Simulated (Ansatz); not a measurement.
System: C₂HCl₂F₃, net charge 0, singlet state. 
Coordinates optimised at B3LYP-D3(BJ)/def2-TZVP (Ansatz, a first-principles code):
SMILES: FC(C(Cl)Cl)(F)F
```xyz
8

F     -1.4915     1.0410    -0.9202
C     -0.9883    -0.0126    -0.2593
F     -1.4896    -1.1223    -0.8226
F     -1.4050     0.0442     1.0056
C      0.5437    -0.0165    -0.3771
Cl     1.2172    -1.4535     0.4159
Cl     1.2146     1.4872     0.2831
H      0.8028    -0.0639    -1.4299
```

Total electronic energies in hartree. Cores are frozen in the correlated levels unless marked. No spin-orbit coupling. Non-relativistic. CBS(X,Y): correlation extrapolated as X^-3; Hartree-Fock from the larger set. The bracket is a focal-point correction in the basis named.

```
level                                                                 program  energy (Eh)
-------------------------------------------------------------  --------------  -----------
HF/aug-cc-pV(T+d)Z                                                     Ansatz  -1293.82277
r2SCAN-D4/def2-TZVPD                                           Ansatz + dftd4  -1296.72220
B3LYP-D4/def2-TZVPD                                            Ansatz + dftd4  -1296.97782
B3LYP/def2-TZVPD                                                       Ansatz  -1296.96435
PBE0/def2-QZVPP                                                        Ansatz  -1296.31222
r2SCAN0/def2-TZVPD                                                     Ansatz  -1296.66151
CCSD/cc-pV(D+d)Z                                                       Ansatz  -1294.79974
CCSD(T)/aug-cc-pV(D+d)Z                                                Ansatz  -1294.95610
RI-MP2/CBS(cc-pV(T+d)Z,cc-pV(Q+d)Z)+[CCSD(T)-MP2]/cc-pV(T+d)Z          Ansatz   -1295.6171
```

Totals of different functionals don't rank their quality; only differences between species are comparable.
